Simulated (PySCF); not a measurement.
SMILES C[Si](O)(O)/C=C/[Si](O)(O)O at its GFN2-xTB optimised geometry (Å):

```
20

Si    -2.5275    -0.3617     0.0000
O     -2.9650     1.2050     0.0000
O     -3.2082    -1.0410    -1.3157
O     -3.1249    -1.2056     1.2681
C     -0.6468    -0.3617     0.0000
C      0.1169    -1.1831     0.7176
Si     2.0011    -1.1664     0.7275
C      2.7057    -1.4562    -1.0176
O      2.4511    -2.3297     1.7727
O      2.6126     0.2244     1.3541
H     -3.7818     1.4562    -0.4231
H     -3.2398    -1.9915    -1.3694
H     -2.8665    -0.9627     2.1515
H     -0.1592     0.3664    -0.6366
H     -0.3734    -1.9144     1.3482
H      3.7818    -1.3051    -1.0418
H      2.2640    -0.7808    -1.7440
H      2.5092    -2.4677    -1.3573
H      3.2731    -2.2368     2.2466
H      2.4022     1.0591     0.9476
```

Level of theory: PBE0/def2-SVP run with PySCF 2.14.0. Cells within 0.4 Å of a nucleus heavier than hydrogen are left out (blank, or x).

Map of the HOMO amplitude (bohr^(-3/2)) on the plane z = 1.5 Å; orbital energy -7.51 eV, overall sign arbitrary:

```
|4444444444444444444444444444444|
|4444444444444444444444444444444|
|4444444444444444444444444444444|
|4444444444444444444444444444444|
|4444444444444444444444444444444|
|4444444444444444444444444444444|
|4444444444444444444444444444444|
|4444444444444444444444444444444|
|4444444444444444444444444444444|
|4444444444444444444444444444444|
|4444444444444444444444444444444|
|4444445554444444444444444444444|
|4444445555444444444434455544444|
|4444444555554444444322565554444|
|444444444555444444431xx76554444|
|444444444455444445431xx76554444|
|4444554444444444555433565554444|
|4444555433444333566544555544444|
|4445557xx3443213677644455544444|
|4445556754443102566544555544444|
|4444555554443102455435765554444|
|444455555444332345543x975554444|
|4444445444444334444446765554444|
|4444444444444444444445555544444|
|4444444444444444444445555444444|
|4444444444444444444444444444444|
|4444444444444444444444444444444|
|4444444444444444444444444444444|
|4444444444444444444444444444444|
|4444444444444444444444444444444|
|4444444444444444444444444444444|
```
Scale: ten equal steps from -0.107 (start of '0') to 0.113 (end of '9'), in the order '0123456789'; x runs from -6.00 to 6.00, y from -6.00 (bottom) to 6.00 (top).
